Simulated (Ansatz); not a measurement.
**How methods differ on SbH2Cl (SMILES [H][Sb]([H])[Cl])**

SbH2Cl: 4 atoms, total charge 0, spin state singlet. As SMILES, `[H][Sb]([H])[Cl]`. The shape comes from GFN2-xTB, which is rough for such elements, and wasn't checked as a minimum.

```xyz
4

Sb    0.0579    0.1138    0.8142
H     1.4517    0.1209   -0.1639
H    -0.5700    1.3384   -0.1883
Cl   -0.9396   -1.5731   -0.4620
```

Quantity: the energy change with the Sb1–H3 bond stretched from 1.703 to 2.128 Å, in eV. The values are calculated.

```tsv
level	kind	program	value (eV)	less FCI/STO-3G	CPU time (all runs)
r2SCAN/STO-3G (restricted)	meta-GGA	Ansatz	1.13	+0.08	9.5 s
r2SCAN0/STO-3G (restricted)	hybrid meta-GGA	Ansatz	1.26	+0.21	9 s
wB97X/STO-3G (restricted)	range-separated hybrid	Ansatz	1.29	+0.24	16 s
B2PLYP/STO-3G (restricted)	double hybrid	Ansatz	1.23	+0.18	5.7 s
RPA@PBE/STO-3G (restricted)	RPA	Ansatz	1.04	-0.01	5.4 s
CCSD/STO-3G (restricted)	coupled cluster or CI	Ansatz	1.05	0.00	1 s
CCSDT(Q)/STO-3G (restricted)	coupled cluster or CI	Ansatz	1.05	0.00	1.5 s
CCSDT/STO-3G (restricted)	coupled cluster or CI	Ansatz	1.05	0.00	1.3 s
FCI/STO-3G	exact in the basis	Ansatz	1.05	0.00	2 s
```

FCI/STO-3G is exact within its basis and frozen core, so for wave-function methods in that basis the difference is their error; functionals converge differently with the basis, so for them it is only a difference. All-electron rows without a relativistic Hamiltonian named are non-relativistic. The first shape isn't each level's own minimum. The values span 1.04 to 1.29 eV. All rows use very small basis sets, so even the best lies far from the true value. In the correlated wave-function rows the outer d shell of Sb is correlated, in sets not made for it. Times are those of the runs behind each value, whatever else they computed, on shared processors of several kinds: orders of magnitude only.
